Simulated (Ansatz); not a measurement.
Reaction (ligand exchange at the Al–C bond): `C[CH2][AlH][SiH3]` + silanol → `[SiH3][O][AlH][SiH3]` + ethane

Computed with Ansatz on PBE0-D4/def2-TZVP structures; ΔE is electronic, products minus reactants. CCSD(T)/CBS is the MP2 limit (def2-TZVPP, def2-QZVPP) plus CCSD(T) − MP2 in def2-TZVPP, frozen cores. This one scheme is used for every species. One conformer a species, not always the lowest.

`C[CH2][AlH][SiH3]`:

Z-matrix (Å, degrees):
```
C
C 1 1.527
H 1 1.094 2 111.7
H 1 1.094 2 112.3 3 -120.3
H 1 1.094 2 111.7 3 119.3
Al 2 1.961 1 116.6 3 -59.8
H 2 1.099 1 110.5 3 63.0
H 2 1.099 1 110.5 3 177.6
Si 6 2.463 2 119.5 1 -0.3
H 6 1.594 2 119.5 1 179.7
H 9 1.491 6 114.2 2 -179.4
H 9 1.494 6 110.8 2 59.5
H 9 1.494 6 110.9 2 -58.3
```

`O[SiH3]`:

Z-matrix (Å, degrees):
```
Si
O 1 1.648
H 1 1.489 2 111.7
H 1 1.489 2 111.7 3 120.9
H 1 1.481 2 105.9 3 -119.6
H 2 0.957 1 117.9 3 -60.5
```

`[SiH3][O][AlH][SiH3]`:

Z-matrix (Å, degrees):
```
Si
O 1 1.625
H 1 1.489 2 110.7
H 1 1.487 2 109.8 3 120.0
H 1 1.487 2 109.9 3 -120.1
Al 2 1.686 1 164.5 3 -3.5
Si 6 2.452 2 118.0 1 -3.0
H 6 1.583 2 116.8 1 177.7
H 7 1.491 6 111.5 2 140.2
H 7 1.490 6 112.2 2 18.8
H 7 1.492 6 110.3 2 -101.0
```

`CC`:

Cartesian coordinates in Å:
```
C 0.203 -0.526 0.508
C -0.203 0.526 -0.508
H 0.874 -0.112 1.265
H -0.667 -0.934 1.029
H 0.722 -1.362 0.032
H -0.874 0.112 -1.265
H 0.667 0.934 -1.029
H -0.722 1.361 -0.032
```

```
             level  ΔE (kJ/mol)
SCS-MP2/def2-TZVPP       -187.1
SCS-MP2/def2-QZVPP       -187.0
```

Problem. What does CCSD(T)/CBS give? (Best estimate.)

Solution. Ansatz gave: -180.1 kJ/mol. The listed levels differ from it by -7.0, -6.9 kJ/mol.

Largest T1 diagnostic among the species: 0.013.

In def2-TZVPP, CCSD(T) changes the Hartree–Fock value by +20.5 kJ/mol (the triples alone add +3.0 kJ/mol) and MP2 by +18.8 kJ/mol. From PBE to PBE0 (25 % exact exchange), in def2-TZVPP and without D4, ΔE moves by −4.6 kJ/mol.
